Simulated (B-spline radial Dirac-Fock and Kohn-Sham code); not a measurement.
# Gd⁵⁵⁺: eigenvalues, ΔSCF and the reference

System: Gd⁵⁵⁺, [He] 2s2 2p5.

The density-functional columns are spherical, spin-unpolarised Dirac-Kohn-Sham results without Breit or QED terms: −ε is minus the orbital energy of the initial state and ΔSCF the difference of two total energies. The reference in the last column comes from multi-electron Dirac-Fock with separately optimised hole states, Breit and Lamb-shift corrections added in first order. All numbers are from a radial finite-basis atomic code, in eV; a selection of levels is shown. For the 1s level of heavy atoms much of the gap between ΔSCF and the reference is the Breit and QED part, -207.2 eV here; for other levels the error of the functional can be larger.

```
level   LDA −ε  LDA ΔSCF  Dirac-Fock
    K  54635.8   55150.9     54941.9
   L1  12487.5   12615.5     12631.4
 L2,3  11680.0   11826.4     11805.1
```

Values without a named source are computed, but for edge energies of neutral atoms, which are taken from tables.
